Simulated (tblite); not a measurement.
Run record: tight-binding relaxation, `C=C(Br)[C](=C)[GeH2][CH2][SiH3]`.

Computed with GFN2-xTB geometry optimisation, gas phase (tblite 0.8.0). Start geometry: from a force field or distance geometry. The command runs a driver script over a list of jobs; the input below is this job's line of settings and its coordinates in Å.

Command:
```bash
OMP_NUM_THREADS=1 python probes_run.py task.json out
```

Input:
```
{"job": {"kind": "relax", "xc": "GFN2-xTB", "basis": "xTB"}, "charge": 0, "multiplicity": 1}
C     -2.079700    -0.320500    -1.219900
C     -1.831200    -0.672700     0.028400
Br    -2.490300    -2.377700     0.637100
C     -1.029600     0.190300     0.942100
C     -1.169700     0.095200     2.281800
Ge     0.266500     1.436700     0.255900
C      1.481700     0.526300    -0.964600
Si     2.325800    -0.883600    -0.067600
H     -1.753700     0.626000    -1.622600
H     -2.666700    -0.970500    -1.860200
H     -1.887100    -0.576700     2.727100
H     -0.578200     0.713800     2.935000
H     -0.460500     2.582200    -0.483400
H      1.097800     2.040900     1.422900
H      0.905200     0.135000    -1.821800
H      2.244600     1.239300    -1.311600
H      3.064000    -0.363000     1.087600
H      3.246800    -1.567000    -0.991700
H      1.304500    -1.844800     0.395300
```

Question: What does the run print?

Answer: 
```
step      E/eV     max force
  0    -652.27944    2.015
  1    -652.35692    1.144
  2    -652.38213    0.400
  3    -652.39368    0.318
  4    -652.41529    0.351
  5    -652.42110    0.269
  6    -652.42787    0.198
  7    -652.43129    0.151
  8    -652.43511    0.173
  9    -652.43735    0.149
... (79 lines left out)
 89    -652.45195    0.016
 90    -652.45198    0.016
 91    -652.45201    0.012
 92    -652.45204    0.014
 93    -652.45206    0.013
 94    -652.45209    0.014
 95    -652.45211    0.013
 96    -652.45213    0.011
 97    -652.45214    0.010
 98    -652.45215    0.009
```

«max force» is the largest atomic force in eV/Å.

Question: From which step on does the largest force stay under 0.1 eV/Å, and how much energy is left to gain from there?

Answer: From step 11 (0.080 eV/Å), 12.2 meV above the end.

In short: energy lowered by 4.0 kcal/mol over 98 steps; largest atomic force 0.009 eV/Å at the end.

Question: Give the final coordinates.

Answer: 0.163 Å rms from the input after alignment:
```
atom  x, y, z in Å
C1    -2.0442   -0.3615   -1.2201
C2    -1.8823   -0.6076    0.0739
Br3   -2.7913   -2.1479    0.7972
C4    -1.0748    0.1797    0.9822
C5    -1.1090    0.0314    2.3045
Ge6    0.1988    1.4677    0.1954
C7     1.5311    0.5647   -0.9463
Si8    2.3413   -0.9265   -0.0873
H9    -1.5724    0.4933   -1.6798
H10   -2.6611   -0.9773   -1.8512
H11   -1.7500   -0.6814    2.8025
H12   -0.4919    0.6432    2.9425
H13   -0.5339    2.5471   -0.5782
H14    0.8536    2.1572    1.3632
H15    1.0535    0.2364   -1.8687
H16    2.2915    1.2922   -1.2276
H17    3.0102   -0.4756    1.1345
H18    3.3134   -1.5156   -1.0110
H19    1.3078   -1.9103    0.2437
```

Question: Estimate the wall time. Hardware: an Arm Neoverse N1 with one thread, no GPU, shared host.

Answer: About 1.7 s.
Labels such as C1 count atoms from 1, the log's own numbers from 0.
